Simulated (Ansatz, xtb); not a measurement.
# Two isomers of C3H7N3Si

Structure I is `Nc1cn[nH]c1[SiH3]`, a singlet and structure II is `Nc1c[nH]nc1[SiH3]`, a singlet. Both are isolated molecules in the gas phase, relaxed with B3LYP/def2-SVP; the shapes shown needn't be the lowest conformers.

I (Å):

```yaml
atoms:
  - { symbol: C, position_ang: [-0.7384, 1.2322, -1.0789] }
  - { symbol: C, position_ang: [-1.4501, 0.1632, -1.6865] }
  - { symbol: C, position_ang: [0.2619, 0.6137, -0.3145] }
  - { symbol: N, position_ang: [-0.9498, 2.5972, -1.2659] }
  - { symbol: N, position_ang: [-0.9458, -1.0195, -1.3355] }
  - { symbol: N, position_ang: [0.0659, -0.7376, -0.5281] }
  - { symbol: Si, position_ang: [1.6229, 1.3339, 0.7305] }
  - { symbol: H, position_ang: [-0.6893, 3.1801, -0.4754] }
  - { symbol: H, position_ang: [-1.8857, 2.8290, -1.5831] }
  - { symbol: H, position_ang: [-2.3043, 0.2201, -2.3614] }
  - { symbol: H, position_ang: [0.5923, -1.4970, -0.1134] }
  - { symbol: H, position_ang: [2.0466, 0.3193, 1.7415] }
  - { symbol: H, position_ang: [2.8236, 1.7325, -0.0630] }
  - { symbol: H, position_ang: [1.1170, 2.5520, 1.4324] }
```

II (Å):

```xyz
14

C    -0.7265    1.2722   -0.8802
C    -1.5801    0.2511   -1.2771
C     0.3487    0.6054   -0.2054
N    -0.8972    2.6496   -1.0251
N    -1.0027   -0.9111   -0.8390
N     0.1452   -0.7244   -0.2037
Si    1.8562    1.3228    0.6389
H    -0.0244    3.1669   -1.0813
H    -1.5155    2.9181   -1.7841
H    -2.5247    0.2624   -1.8159
H    -1.3575   -1.8516   -0.9637
H     3.0075    0.3837    0.5407
H     2.2225    2.6109   -0.0320
H     1.6069    1.6326    2.0787
```

Quicker runs give these differences E(II) − E(I): GFN2-xTB +9.11 kJ/mol; HF/STO-3G +3.77 kJ/mol (at GFN2-xTB geometries); r2SCAN-D4/def2-SVP +9.05 kJ/mol (at GFN2-xTB geometries).

Task: Estimate E(II) − E(I) at the level CCSD(T)/def2-SVP + ΔMP2/def2-TZVPP.

Result: Too close to call at this level: CCSD(T)/def2-SVP + ΔMP2/def2-TZVPP gives E(II) − E(I) = +6.07 kJ/mol.

Level by level:

```tsv
level	geometry	E(II) − E(I) (kJ/mol)	departure from the last row (kJ/mol)	job, with rough time for the two
GFN2-xTB	GFN2-xTB	+9.11	+3.04	optimisation, 0.33 s
HF/STO-3G	GFN2-xTB	+3.77	−2.29	single point, 0.4 s
r2SCAN-D4/def2-SVP	GFN2-xTB	+9.05	+2.98	single point, 3.2 s
B3LYP/def2-SVP	B3LYP/def2-SVP	+6.77	+0.70	optimisation, 68 s
HF/def2-SVP	B3LYP/def2-SVP	+6.31	+0.25	part of the CCSD(T) run
MP2/def2-SVP	B3LYP/def2-SVP	+6.07	+0.01	part of the CCSD(T) run
CCSD(T)/def2-SVP	B3LYP/def2-SVP	+5.86	−0.21	single point
CCSD(T)/def2-SVP + ΔMP2/def2-TZVPP	B3LYP/def2-SVP	+6.07		single point, 46 s
```

As drawn, both hold the same kinds of bond in the same numbers.

The largest departure from CCSD(T)/def2-SVP + ΔMP2/def2-TZVPP is that of GFN2-xTB, 3.04 kJ/mol. The last row adds to CCSD(T) the change of the MP2 difference between the two basis sets, here +0.21 kJ/mol.

With thermal terms from frequencies at re-optimised GFN2-xTB minima (ideal gas, soft modes damped towards free rotors, one conformer each, 298.15 K, 1 atm): on the last row, ΔE + ΔZPE = +5.15, ΔH = +5.17, ΔG = +5.32 kJ/mol.

The correlated steps freeze 11 core orbitals. Codes used: Ansatz 0.2.0, xtb 6.7.1; the last row on 2 threads of Intel(R) Xeon(R) 6975P-C (Granite Rapids) on a shared host.
